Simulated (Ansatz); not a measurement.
Ansatz (a first-principles code) input (r2SCAN0/def2-TZVPD):

Ansatz 0.2 input:
```yaml
crystal:
  periodic: [false, false, false]
  atoms:
    - {symbol: C, position_ang: [1.89284354, -0.69786860, 0.00430180]}
    - {symbol: O, position_ang: [0.81827439, 0.25143339, 0.37651669]}
    - {symbol: B, position_ang: [-0.62540116, 0.18695143, -0.03831824]}
    - {symbol: N, position_ang: [-1.04271735, -1.02355609, -0.56775036]}
    - {symbol: N, position_ang: [-1.30810656, 1.37457059, 0.18552423]}
    - {symbol: H, position_ang: [1.69488395, -0.97992306, -1.02337357]}
    - {symbol: H, position_ang: [2.82901094, -0.15535190, 0.08515150]}
    - {symbol: H, position_ang: [1.85521107, -1.54719775, 0.68040098]}
    - {symbol: H, position_ang: [1.01317543, 0.78256281, 1.16345898]}
    - {symbol: H, position_ang: [-0.58602814, -1.90968198, -0.43208482]}
    - {symbol: H, position_ang: [-1.93737383, -1.11395073, -1.02266147]}
    - {symbol: H, position_ang: [-2.31287648, 1.42514897, 0.12876814]}
    - {symbol: H, position_ang: [-0.87648619, 2.28227950, 0.24957019]}
basis:
  gaussian:
    orbitals: def2-TZVPD
hamiltonian:
  xc: {name: r2SCAN0}
total_charge: 1
output: {forces: true}
```

Output:

```
Functional definition: r2SCAN0
integrals: 0.18 GiB planned
1289 factors; their error is unknown
0.45 GiB of the device are held for the grids
1.44 GiB of device memory are held for the factors and their scratch space
mean field: 1.51 GiB planned
mean field evaluation 1: about -6846.9247 eV, gradient 1.0e2 eV
mean field evaluation 2: about -6841.3073 eV, gradient 1.1e2 eV
mean field evaluation 4: about -6864.8835 eV, gradient 4.3e0 eV
mean field evaluation 8: about -6864.9215 eV, gradient 5.0e-2 eV
mean field evaluation 16: about -6864.9218 eV, gradient 2.9e-4 eV
mean field -6864.92176939 eV, -252.2812218140 hartree, gradient 7.2e-6 eV, S^2 0.000000; 0 other end points of the search recorded, 0 dependent functions left out
the calculation of the forces begins
reference -6864.92178180 eV, -252.2812222702 hartree; 20, 20 occupied and 240, 240 virtual orbitals, 1289 factors
Total energy: -6864.92178180 eV, -252.2812222702 hartree
Atom 0 at     1.892844    -0.697869     0.004302 Å, force    -0.203048     0.151227     0.070705 eV/Å
Atom 1 at     0.818274     0.251433     0.376517 Å, force     0.072274    -0.068580     0.085513 eV/Å
Atom 2 at    -0.625401     0.186951    -0.038318 Å, force     0.022563    -0.004204    -0.006197 eV/Å
Atom 3 at    -1.042717    -1.023556    -0.567750 Å, force     0.010539     0.006258     0.030096 eV/Å
Atom 4 at    -1.308107     1.374571     0.185524 Å, force     0.017321    -0.004015    -0.022011 eV/Å
Atom 5 at     1.694884    -0.979923    -1.023374 Å, force     0.003100     0.042810     0.104761 eV/Å
Atom 6 at     2.829011    -0.155352     0.085152 Å, force    -0.116651    -0.046505    -0.003627 eV/Å
Atom 7 at     1.855211    -1.547198     0.680401 Å, force    -0.011523     0.105060    -0.065430 eV/Å
Atom 8 at     1.013175     0.782563     1.163459 Å, force    -0.059195    -0.181645    -0.272339 eV/Å
Atom 9 at    -0.586028    -1.909682    -0.432085 Å, force    -0.089216     0.210903    -0.031295 eV/Å
Atom 10 at    -1.937374    -1.113951    -1.022661 Å, force     0.203581     0.031882     0.119459 eV/Å
Atom 11 at    -2.312876     1.425149     0.128768 Å, force     0.241135    -0.022549    -0.000827 eV/Å
Atom 12 at    -0.876486     2.282280     0.249570 Å, force    -0.090881    -0.220642    -0.008808 eV/Å
Dipole moment:     0.363410     0.010396     0.200476 e Å
```

It need not be the lowest isomer of its formula.
